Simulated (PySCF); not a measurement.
SMILES Cl[SiH](Cl)CC[SiH](Cl)Cl (C₂H₆Cl₄Si₂), singlet, CAM-B3LYP/def2-SVP optimised geometry.

```
14

Si    -2.40    -2.09     2.96
Cl    -4.45    -2.13     2.79
Cl    -1.68    -4.02     2.99
C     -1.68    -1.19     1.49
C     -0.14    -1.16     1.47
Si     0.59    -0.28     0.00
Cl    -0.06     1.68     0.00
Cl    -0.06    -1.20    -1.73
H     -2.06    -1.46     4.25
H     -2.09    -0.17     1.49
H     -2.07    -1.68     0.58
H      0.26    -0.67     2.37
H      0.27    -2.19     1.48
H      2.07    -0.28     0.00
```

Density from CAM-B3LYP/def2-TZVP run with PySCF at that geometry.

Minimum of the electron density along straight lines between bonded atoms, close to the bond critical point (lines longer than 1.1 times the sum of covalent radii, or with two minima, are not listed):

```tsv
bond	length / Å	ρ at the minimum / e bohr⁻³	∇²ρ there / e bohr⁻⁵	position (fraction from the first atom)
Si1–Cl2	2.060	0.100	0.20	0.36
Si1–Cl3	2.066	0.099	0.19	0.36
Si1–C4	1.864	0.131	0.14	0.39
C4–C5	1.535	(withheld)	(withheld)	0.50
C5–Si6	1.866	0.130	0.14	0.61
Si6–Cl7	2.064	0.099	0.20	0.36
Si6–Cl8	2.063	0.099	0.20	0.36
Si1–H9	1.479	0.128	0.11	0.49
C4–H10	1.103	0.269	-0.89	0.64
C4–H11	1.103	0.270	-0.90	0.64
C5–H12	1.104	0.268	-0.88	0.64
C5–H13	1.103	0.270	-0.89	0.64
Si6–H14	1.478	0.129	(withheld)	0.49
```

Question: What belongs in the gaps?

Answer: 
- C4–C5, ρ at the minimum / e bohr⁻³: 0.235
- C4–C5, ∇²ρ there / e bohr⁻⁵: -0.55
- Si6–H14, ∇²ρ there / e bohr⁻⁵: 0.12
